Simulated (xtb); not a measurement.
xtb input:

```bash
xtb mol.xyz --gfn 2 --sp --chrg -1 --uhf 0
```
mol.xyz:
```
11

N     -2.18613184     1.00830468    -0.18368713
Si    -1.17016124    -0.28430816    -0.27200366
N      0.33691686     0.10221733     0.60266377
Si     1.93087231    -0.16389692     0.09072713
H     -3.17908529     0.80065064    -0.18421167
H     -0.54513557    -0.72950274    -1.59490802
H     -1.64644807    -1.62570267     0.26956317
H      0.17716889     0.83755749     1.27855439
H      2.22899954    -1.60515132    -0.15032543
H      2.88903277     0.29272701     1.14688877
H      2.37001774     0.53063858    -1.16052631
```

What final total energy does it print?

-13.10671 Eh (GFN2-xTB).

It need not be the lowest isomer of its formula. Whether it binds its extra electron was not tested at this geometry.
